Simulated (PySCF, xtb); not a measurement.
BH4O3, SMILES B([OH2+])(O)O, charge +1. Other conformers were not sampled.

Harmonic wavenumbers (cm⁻¹) from GFN2-xTB run with xtb at its own minimum, in rising order: 189, 338, 398, 442, 513, 557, 599, 637, 732, 771, 893, 1112, 1374, 1590, 3365, 3401, 3580, 3605.

Q: What does PBE-D3(BJ)/def2-SVP (PySCF) give at its own minimum? (The exact figures need the calculation; the answer reports its results.)

A: 201, 342, 374, 394, 426, 533, 589, 680, 766, 856, 928, 1206, 1547, 1673, 3567, 3676, 3728, 3778. Paired by order, the mean absolute difference is 86 cm⁻¹ and the zero-point energies are 34.4 and 36.1 kcal/mol.
